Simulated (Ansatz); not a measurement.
`C[CH2][SnH]([F])[Cl]` and `[F][SnH]([Cl])[Br]` differ in one atom or group.

Ansatz, PBE0-D4/def2-TZVP geometries, multiplicity 1. Each molecule was computed in one conformer, which needn't be the lowest.

Elements past krypton have def2 core potentials. Scalar relativity is left out up to krypton.

```json
{"property": "HOMO–LUMO gap (B3LYP/def2-TZVPP) / eV", "`C[CH2][SnH]([F])[Cl]`": "7.12"}
{"property": "LUMO energy (B3LYP/def2-TZVPP) / eV", "`C[CH2][SnH]([F])[Cl]`": "-1.11"}
{"property": "HOMO–LUMO gap (ωB97M-V/def2-TZVPP) / eV", "`C[CH2][SnH]([F])[Cl]`": "11.76"}
{"property": "HOMO–LUMO gap (PBE/def2-TZVPP) / eV", "`C[CH2][SnH]([F])[Cl]`": "5.44"}
{"property": "LUMO energy (ωB97M-V/def2-TZVPP) / eV", "`C[CH2][SnH]([F])[Cl]`": "1.15"}
{"property": "LUMO energy (PBE/def2-TZVPP) / eV", "`C[CH2][SnH]([F])[Cl]`": "-1.74"}
```

Task: What does the change do to each property? (An estimate is asked.)

Result: Ansatz gave: 
```
                               property  `[F][SnH]([Cl])[Br]`  shift
  HOMO–LUMO gap (B3LYP/def2-TZVPP) / eV                  6.18  -0.94
    LUMO energy (B3LYP/def2-TZVPP) / eV                 -2.63  -1.52
HOMO–LUMO gap (ωB97M-V/def2-TZVPP) / eV                 11.01  -0.75
    HOMO–LUMO gap (PBE/def2-TZVPP) / eV                  4.55  -0.89
  LUMO energy (ωB97M-V/def2-TZVPP) / eV                 -0.30  -1.45
      LUMO energy (PBE/def2-TZVPP) / eV                 -3.22  -1.48
```

With PBE0 the HOMO falls by 0.64 eV and the LUMO falls by 1.53 eV, so the gap narrows by about 0.89 eV. PBE moves the HOMO by -0.59 eV and ωB97M-V by -0.71 eV.

B3LYP here is the variant with VWN-RPA as its local correlation; programs differ in this.

Spin–orbit coupling is left out; it splits and shifts lone-pair levels of the heavy atoms by tenths of an eV.
